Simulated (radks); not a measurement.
Polarisability of the fluorine ion F3+, [He] 2s2 2p2, at imaginary frequency. Calculated with a radial shooting solver on a logarithmic mesh with Libxc functionals: scalar-relativistic Kohn-Sham, LB94 model potential, spin-polarised, spherical densities, finite nucleus; open shells are filled with parallel spins first; Fermi nuclear charge, rms radius 2.8976 fm. Response by self-consistent Sternheimer equations with the Hartree and adiabatic LDA kernel, the relativistic mass of each level held fixed and spin-orbit coupling left out.

| w (hartree) | alpha1(iw) (bohr^3) |
|---|---|
| 0.00266 | 0.9450 |
| 0.0143 | 0.9447 |
| 0.0360 | 0.9435 |
| 0.0697 | 0.9394 |
| 0.118 | 0.9293 |
| 0.186 | 0.9076 |
| 0.280 | 0.8664 |
| 0.413 | 0.7965 |
| 0.605 | 0.6939 |
| 0.892 | 0.5661 |
| 1.35 | 0.4286 |
| 2.12 | 0.2916 |
| 3.59 | 0.1624 |
| 6.94 | 0.06305 |
| 17.5 | 0.01321 |

Static values: alpha1 = 0.9450 bohr^3 (0.1400 angstrom^3; uncoupled 1.381). C6 = 0.8372, triple-dipole C9 = 0.5311 atomic units. One-pole (London) frequency 4 C6 / (3 alpha1^2) = 1.250 hartree, against 3.120 for minus the highest occupied eigenvalue.
